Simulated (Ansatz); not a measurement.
**Calibrating HF/def2-SVP on molecular compounds of Al**

The atomisation energy (no zero-point term) in kJ/mol of 6 molecular compounds of Al: x at HF/def2-SVP, y at CCSD(T)/CBS estimate. Shapes, held fixed at every level: PBE0-D4/def2-TZVP. Flexible molecules stand in one conformer, not always the lowest. Programs: Ansatz 0.2.0.

| molecule | x (kJ/mol) | y (kJ/mol) |
| --- | --- | --- |
| C2H4AlF (SMILES C=[CH][AlH][F]) | 2353 | 3096 |
| CH5AlFN (SMILES C[NH][AlH][F]) | 2379 | 3263 |
| CH7AlN2O (SMILES C[O][Al]([NH2])[NH2]) | 3082 | ? |
| C2H7AlClN (SMILES C[NH][Al]([CH3])[Cl]) | 3273 | 4378 |
| C3AlN3O3 (SMILES O=C=[N][Al]([N]=C=O)[N]=C=O) | 3463 | 5331 |
| C3H9AlO (SMILES C[CH](C)[AlH][OH]) | 3972 | 5254 |

Question: Fit y = c + s·x to the known rows and predict y for CH7AlN2O.

Answer: 
1. Means of the 5 rows: x = 3088.00, y = 4264.4.
2. Σ(Δx)² = 1999212, Σ(Δx·Δy) = 2864564, so the slope is 2864564/1999212 = 1.4328.
3. Intercept: 4264.4 − (1.4328) × 3088.00 = -160.1. The largest residual of the fit is 529.
4. CH7AlN2O: -160.1 + 1.4328 × 3082 = 4256 kJ/mol.

CCSD(T)/CBS estimate gives 4426 kJ/mol, so the prediction is off by -170 kJ/mol, within the largest residual. Uncorrected, HF/def2-SVP misses CH7AlN2O by -1344 kJ/mol, and the other rows by 1176 on average. The line removes about 85 % of this miss. Hartree–Fock lacks correlation, which doesn't scale simply with the atomisation energy. Left out in turn, the other rows are missed by 368 kJ/mol on average. The CBS estimate extrapolates MP2 from def2-TZVPP and def2-QZVPP and adds CCSD(T) − MP2 in the triple-zeta set, cores frozen.
